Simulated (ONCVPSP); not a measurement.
# Configuration tests for Co (ONCV)

| Quantity | Value |
| --- | --- |
| Element | Co |
| Generator | ONCVPSP 4.0.1 |
| Type | optimised norm-conserving Vanderbilt (ONCV) |
| Functional | PW91 |
| Relativity | scalar-relativistic |
| Frozen core | [Ne] |
| Valence charge | 17 |
| Reference configuration | 3s2 3p6 3d7 4s2 |
| Partial waves | 3s+4s: rc 1.40 bohr, ncon 5, nbas 8, qcut 8.5 1/bohr, 2 projectors; 3p: rc 1.00 bohr, ncon 4, nbas 9, qcut 11.2 1/bohr, 2 projectors, debl 2.1 Ha; 3d: rc 1.00 bohr, ncon 4, nbas 9, qcut 16.9 1/bohr, 2 projectors, debl 1.5 Ha |
| Local potential | polynomial inside 0.65 bohr (lpopt 5, dvloc0 0 Ha) |
| Core correction | none |

In the p channel the program set the typed energies aside and used -2.414, 0.250 Ha.

Energies are relative to the spin-unpolarised reference configuration 3s2 3p6 3d7 4s2; without spin polarisation the order of configurations can differ from experiment.

```json
{"valence configuration": "3s2 3p6 3d7 4s1", "charge": "+1", "ΔE all-electron (eV)": "9.096", "error AE − PS (meV)": "-0.3"}
{"valence configuration": "3s2 3p6 3d7 4s0", "charge": "+2", "ΔE all-electron (eV)": "25.936", "error AE − PS (meV)": "+1.0"}
{"valence configuration": "3s2 3p6 3d6 4s0", "charge": "+3", "ΔE all-electron (eV)": "61.912", "error AE − PS (meV)": "-5.7"}
{"valence configuration": "3s2 3p6 3d7 4s0 4p1", "charge": "+1", "ΔE all-electron (eV)": "14.488", "error AE − PS (meV)": "+0.5"}
```
